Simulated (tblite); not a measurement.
Run record: tight-binding relaxation, `[CH2]C(=S)C1=NCC=N1` [radical].

Computed with GFN2-xTB geometry optimisation, gas phase (tblite 0.8.0). Start geometry: from a force field or distance geometry. The command runs a driver script over a list of jobs; the input below is this job's line of settings and its coordinates in Å.

Command:
```bash
OMP_NUM_THREADS=1 python probes_run.py task.json out
```

Input:
```
{"job": {"kind": "relax", "xc": "GFN2-xTB", "basis": "xTB"}, "charge": 0, "multiplicity": 2}
C      2.737600    -0.358500     0.088500
C      1.642200     0.577100    -0.315500
S      2.037600     2.014700    -0.968100
C      0.236600     0.237500    -0.124500
N     -0.728300     1.044900    -0.455800
C     -2.013800     0.430900    -0.155500
C     -1.612500    -0.881100     0.431200
N     -0.308200    -0.955800     0.442300
H      2.633400    -1.339000    -0.411800
H      2.808600    -0.478500     1.190900
H     -2.565000     0.264100    -1.101800
H     -2.547000     1.053300     0.570600
H     -2.325700    -1.609100     0.792000
```

**Question.** What does the run print?

**Answer.** 
```
step      E/eV     max force
  0    -603.61136    2.449
  1    -603.83352    1.667
  2    -603.95926    1.366
  3    -604.05844    1.104
  4    -604.15021    0.748
  5    -604.18205    0.670
  6    -604.24038    1.061
  7    -604.31656    1.064
  8    -604.38876    1.010
  9    -604.46269    0.842
... (67 lines left out)
 77    -605.55424    0.024
 78    -605.55433    0.027
 79    -605.55443    0.022
 80    -605.55451    0.021
 81    -605.55457    0.018
 82    -605.55461    0.020
 83    -605.55465    0.020
 84    -605.55469    0.019
 85    -605.55473    0.012
 86    -605.55474    0.007
```

«max force» is the largest atomic force in eV/Å.

**Question.** From which step on does the largest force stay under 0.1 eV/Å, and how much energy is left to gain from there?

**Answer.** From step 39 (0.067 eV/Å), 5.2 meV above the end.

Main results: energy lowered by 44.8 kcal/mol over 86 steps; largest atomic force 0.007 eV/Å at the end.

**Question.** Where do the atoms end?

**Answer.** 0.490 Å rms from the input after alignment:
```
atom  x, y, z in Å
C1     2.4874   -0.4414    0.1800
C2     1.5946    0.5077   -0.1546
S3     2.0696    2.0784   -0.6867
C4     0.1661    0.2488   -0.0831
N5    -0.7464    1.0973   -0.3893
C6    -1.9972    0.4391   -0.1778
C7    -1.5742   -0.9191    0.2967
N8    -0.3026   -1.0105    0.3457
H9     2.1486   -1.4095    0.5062
H10    3.5455   -0.2544    0.1292
H11   -2.5728    0.4064   -1.1064
H12   -2.5941    0.9849    0.5575
H13   -2.2291   -1.7271    0.5648
```

The run took 0.55 s on one thread, Arm Neoverse V1 (aarch64) (shared host).
Labels such as C1 count atoms from 1, the log's own numbers from 0.
